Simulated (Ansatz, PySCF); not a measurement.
C3H5Br, SMILES C=C(C)Br. Atoms are numbered in the order given.

```xyz
9

C      0.7921    -1.3443     1.2793
C     -0.1738    -0.6338     0.6908
C     -1.6406    -0.6942     0.9839
Br     0.2890     0.6180    -0.6859
H      1.8433    -1.2415     1.0073
H      0.5297    -2.0590     2.0649
H     -2.0152     0.2903     1.3065
H     -1.8360    -1.4287     1.7794
H     -2.2072    -0.9826     0.0841
```
Charge 0, spin multiplicity 1.

Geometry optimised at TPSSh-D3(BJ)/def2-SVP.

Two levels are set side by side: PBE-D3(BJ)/def2-SVP (Ansatz, a program for electronic structure) and TPSSh-D3(BJ)/def2-SVP (PySCF). Each level has its own optimised geometry; the coordinates shown are those of the second. Frequencies come from the Hessian of PySCF at each geometry. Differences are taken from unrounded values.

```csv
quantity,TPSSh-D3(BJ),PBE-D3(BJ),PBE-D3(BJ) minus TPSSh-D3(BJ)
mean bond length (Å),1.280,1.286,0.006
bond C1–C2 (Å),1.336,1.343,0.007
bond C2–C3 (Å),1.497,1.497,-0.001
bond C2–Br4 (Å),1.917,1.922,0.004
bond C1–H5 (Å),1.091,1.099,0.008
bond C1–H6 (Å),1.094,1.102,0.008
bond C3–H7 (Å),1.102,1.110,0.008
bond C3–H8 (Å),1.100,1.108,0.008
bond C3–H9 (Å),1.102,1.110,0.008
highest harmonic wavenumber (cm⁻¹),3258,3193,-65
mean harmonic wavenumber (cm⁻¹),1463,1422,-41
zero-point energy (kcal/mol),43.93,42.68,-1.24
```

Exact exchange shortens and stiffens bonds; PBE has none. Differences between two approximate levels are no errors against the true value.
